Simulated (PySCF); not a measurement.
Molecule: SMILES C=CCC(=C)[S@@](C)=O, C6H10OS.

Cartesian coordinates in Å; atom numbers follow the order of the lines, from 1:
```xyz
18

C    -1.8556    1.7573   -0.0779
C    -1.4466    0.7094    0.6124
C    -1.2583   -0.6636    0.0357
C     0.1429   -1.1565    0.2276
C     0.6062   -1.8853    1.2220
S     1.2936   -0.7235   -1.1373
C     1.7132    0.9443   -0.4522
O     2.4913   -1.5374   -0.9339
H    -1.9867    2.7237    0.3783
H    -2.0870    1.6895   -1.1287
H    -1.2189    0.7988    1.6665
H    -1.4938   -0.6512   -1.0304
H    -1.9480   -1.3475    0.5396
H    -0.0007   -2.2130    2.0501
H     1.6403   -2.1922    1.2193
H     0.8207    1.5583   -0.4523
H     2.4736    1.3742   -1.0963
H     2.1048    0.8211    0.5515
```

Frames of a GFN2-xTB Langevin trajectory at 400 K; GIAO PBE0/pcSseg-1 shieldings in PySCF 2.14, gas phase, non-relativistic; equivalent atoms averaged within each frame.

Scale: 13C (186.93 ppm), 1H (31.72 ppm) vs TMS; 33S (503.73 ppm) vs CS2; 17O (336.08 ppm) vs H2O (reference shieldings calculated alike). The references are static minima.

Problem. How do the shifts (ppm) fluctuate along the trajectory?

Solution. 
| time (fs) | C4 | C2 | C1 | C5 | C7 | C3 | S6 | O8 | H15 | H14 |
| --- | --- | --- | --- | --- | --- | --- | --- | --- | --- | --- |
| 250 | 189.1 | 150.0 | 128.2 | 118.7 | 50.5 | 35.1 | 390 | 107.7 | 7.21 | 6.42 |
| 425 | 187.7 | 141.9 | 120.0 | 117.6 | 45.4 | 46.6 | 348 | 80.0 | 6.31 | 5.70 |
| 625 | 164.1 | 141.0 | 118.1 | 120.0 | 54.7 | 34.2 | 342 | 93.3 | 6.87 | 6.82 |
| 800 | 174.3 | 162.0 | 137.7 | 118.2 | 62.5 | 50.6 | 348 | 95.8 | 6.14 | 6.60 |
| 1000 | 178.0 | 165.8 | 139.1 | 121.2 | 50.3 | 38.3 | 340 | 103.9 | 6.36 | 6.39 |
| mean of frames | 178.6 | 152.1 | 128.6 | 119.1 | 52.7 | 41.0 | 354 | 96.2 | 6.58 | 6.38 |
| standard deviation | 10.3 | 11.4 | 9.7 | 1.5 | 6.4 | 7.3 | 21 | 10.8 | 0.44 | 0.42 |

5 frames give an uncertainty of the mean of about the standard deviation over 2.2 at best, since frames this close in time may not be independent; classical motion lacks zero-point vibration, and the reference would need the same averaging.
